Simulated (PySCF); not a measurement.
Sn(F)4 cation (F4Sn), SMILES [F][Sn]([F])([F])[F] (connectivity only; charge and spin as stated), charge +1, multiplicity 2.

Geometry: PBE0-D3(BJ)/def2-SVP. The multiplicity is an assumed one; other spin states were not compared. The isomer is the one that the SMILES or the coordinates give; other isomers of the formula were not compared. The def2 effective core potentials stand for the cores of Sn; spin–orbit coupling is left out.

The numbers are results of PBE/def2-TZVP in PySCF, not measurements.

Gas-phase values at a fixed geometry.

| Property | Result |
|---|---|
| total energy | -613.10701 hartree |
| point group | C2v |
| α spin, highest occupied and lowest empty level | -16.68 and -12.25 eV |
| β spin, highest occupied and lowest empty level | -16.68 and -15.48 eV |
| dipole moment about the centre of nuclear charge | 0.37 D |
| mean static polarisability | 34.8 bohr³ (5.16 Å³) |
| polarisability, principal values | 34.4, 34.8, 35.2 bohr³ |
| ⟨S²⟩ | 0.753 (pure state 0.75) |
